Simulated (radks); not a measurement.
Charge is removed step by step from the 4d (averaged over the sub-levels emptied) level of neutral erbium, starting from [Xe] 4f12 6s2. Method: Dirac Kohn-Sham, PBEsol, spin-unpolarised, spherical densities, point nucleus; open shells are shared between the two j in proportion to 2j + 1; computed with a radial shooting solver on a logarithmic mesh with Libxc functionals.

| removed (e) | E - E(0) (eV) | eigenvalue (eV) | E minus straight line (eV) |
|---|---|---|---|
| 0 | 0.000 | -164.91 | 0.000 |
| 0.125 | 20.732 | -166.83 | -0.932 |
| 0.25 | 41.711 | -168.84 | -1.618 |
| 0.375 | 62.947 | -170.95 | -2.046 |
| 0.5 | 84.451 | -173.13 | -2.207 |
| 0.625 | 106.23 | -175.38 | -2.090 |
| 0.75 | 128.30 | -177.69 | -1.689 |
| 0.875 | 150.66 | -180.06 | -0.995 |
| 1 | 173.32 | -182.49 | 0.000 |

Removing the whole electron costs 173.32 eV by Delta-SCF, against 164.91 eV from minus the eigenvalue at the starting occupation. Slater's transition state (half an electron removed) gives 173.13 eV. Integrating minus the eigenvalue over the occupation (Janak's theorem) gives 173.32 eV. The mean slope of the eigenvalue, de/dn, is 17.6 eV per electron.
